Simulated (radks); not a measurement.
Results of a calculation; reference values are marked as such.
Ionisation of the samarium ion Sm+, [Xe] 4f6 6s1, to [Xe] 4f6 as the strength of local exchange is varied. Code: a radial shooting solver on a logarithmic mesh with Libxc functionals. Model: scalar-relativistic Kohn-Sham, Slater X-alpha exchange (alpha = 2/3 is LDA exchange), no correlation, spin-polarised, spherical densities, point nucleus; open shells are filled with parallel spins first (spin-orbit coupling, left out, can overturn this in heavy ions).

alpha,E(Sm+) (hartree),exchange (hartree),IE (eV),-e of the level emptied (eV),<r> of it (bohr)
0.667,-10414.0591,-222.1316,10.929,8.438 (6s),3.894
0.778,-10451.2261,-260.0753,11.540,9.100 (6s),3.797
0.786,-10453.9102,-262.8204,11.586,9.149 (6s),3.790
0.825,-10467.0056,-276.2228,11.808,9.390 (6s),3.757
0.975,-10517.5318,-328.0794,12.689,10.353 (6s),3.634
1.01,-10529.3575,-340.2496,12.901,10.586 (6s),3.606
1.018,-10532.0624,-343.0350,12.950,10.639 (6s),3.600

NIST Atomic Spectra Database: 11.08 eV (semi-empirical). The Delta-SCF value meets it near alpha = 0.69. Open shells are spherical and high-spin; term and fine-structure splittings are not resolved. Spin-orbit splitting is averaged out at the scalar-relativistic level.
